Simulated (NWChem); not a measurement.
System meant: CH3F3Si; SMILES FC[SiH](F)F

Here is an NWChem input.

```
start job
memory heap 200 mb stack 900 mb global 1100 mb
geometry units angstroms noautoz
  F      0.640958    -1.924413     0.000000
  C     -0.605719    -1.294670     0.000000
  Si    -0.389657     0.579432     0.000000
  F      0.443422     1.025838     1.294717
  F      0.443422     1.025838    -1.294717
  H     -1.168478    -1.624320    -0.885200
  H     -1.168478    -1.624320     0.885200
  H     -1.693389     1.281918     0.000000
end
basis spherical
  F library def2-svp
  C library def2-svp
  Si library def2-svp
  H library def2-svp
end
dft
  xc pbe0
  iterations 4
  mulliken
end
task dft energy
```

End of the output:

```
    Atom       Charge   Shell Charges
 -----------   ------   -------------------------------------------------------
    1 F    9     9.16   1.98  1.02  0.76  3.22  2.17  0.01
    2 C    6     6.05   1.96  0.61  0.34  1.82  1.18  0.12
    3 Si  14    13.38   2.00  1.93  0.62  0.29  5.81  1.21  0.79  0.73
    4 F    9     9.19   1.98  1.02  0.76  3.21  2.21  0.01
    5 F    9     9.19   1.98  1.02  0.76  3.21  2.21  0.01
    6 H    1     0.97   0.64  0.26  0.07
    7 H    1     0.97   0.64  0.26  0.07
    8 H    1     1.10   0.65  0.43  0.02

 center of mass
 --------------
 x =   0.10505377 y =  -0.03769447 z =   0.00000000

 moments of inertia (a.u.)
 ------------------
         757.440023098340           0.000000000000           0.000000000000
           0.000000000000         336.970392286526           0.000000000000
           0.000000000000           0.000000000000         628.221131403237

     Multipole analysis of the density
     ---------------------------------

     L   x y z        total         alpha         beta         nuclear
     -   - - -        -----         -----         ----         -------
     0   0 0 0     -0.000000    -25.000000    -25.000000     50.000000

     1   1 0 0     -1.131745     -0.565873     -0.565873      0.000000
     1   0 1 0      0.130747      0.065374      0.065374     -0.000000
     1   0 0 1      0.000000      0.000000      0.000000      0.000000

     2   2 0 0    -24.491316    -42.902854    -42.902854     61.314392
     2   1 1 0     -1.392099      1.058211      1.058211     -3.508521
     2   1 0 1     -0.000000     -0.000000     -0.000000      0.000000
     2   0 2 0    -26.730181   -145.368898   -145.368898    264.007615
     2   0 1 1     -0.000000     -0.000000     -0.000000      0.000000
     2   0 0 2    -26.586806    -69.966936    -69.966936    113.347067

 ------------------------------------------------------------------------
 dft energy failed                                                                                  0
 ------------------------------------------------------------------------
 ------------------------------------------------------------------------
  current input line :
    24: task dft energy
 ------------------------------------------------------------------------
 ------------------------------------------------------------------------
 This type of error is most commonly associated with calculations not reaching convergence criteria
 ------------------------------------------------------------------------
 For more information see the NWChem manual at https://nwchemgit.github.io

0:dft energy failed:Received an Error in Communication
```

Q: Find the fault in this run and fix the input.

A: Convergence was not reached. Cause: the SCF was allowed too few iterations. This input runs:
```
start job
memory heap 200 mb stack 900 mb global 1100 mb
geometry units angstroms noautoz
  F      0.640958    -1.924413     0.000000
  C     -0.605719    -1.294670     0.000000
  Si    -0.389657     0.579432     0.000000
  F      0.443422     1.025838     1.294717
  F      0.443422     1.025838    -1.294717
  H     -1.168478    -1.624320    -0.885200
  H     -1.168478    -1.624320     0.885200
  H     -1.693389     1.281918     0.000000
end
basis spherical
  * library def2-svp
end
dft
  xc pbe0
  iterations 150
  mulliken
end
task dft energy
```
It converges to -628.22522 Ha (PBE0/def2-SVP).
